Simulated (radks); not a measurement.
Values are calculated unless marked as measured or tabulated.
Question: Ni17+, configuration [Ne] 3s1. Code: a radial shooting solver on a logarithmic mesh with Libxc functionals. Model: Dirac Kohn-Sham, BLYP, spin-unpolarised, spherical densities, finite nucleus; Fermi nuclear charge, rms radius 3.7757 fm. Some entries of the table are withheld. Estimate them.

orbital,occ.,eigenvalue (Ry),<r> (bohr),<1/r> (bohr^-1)
1s1/2,2,(1),(2),28.10
2s1/2,2,-115.8273,0.2410,(3)
2p1/2,2,-107.0738,0.2091,6.137
2p3/2,4,-105.7427,0.2122,6.012
3s1/2,1,(4),0.6091,2.402

Answer: 
(1) 1s1/2 eigenvalue (Ry): -649.7063
(2) 1s1/2 <r> (bohr): 0.05406
(3) 2s1/2 <1/r> (bohr^-1): 6.190
(4) 3s1/2 eigenvalue (Ry): -43.37080
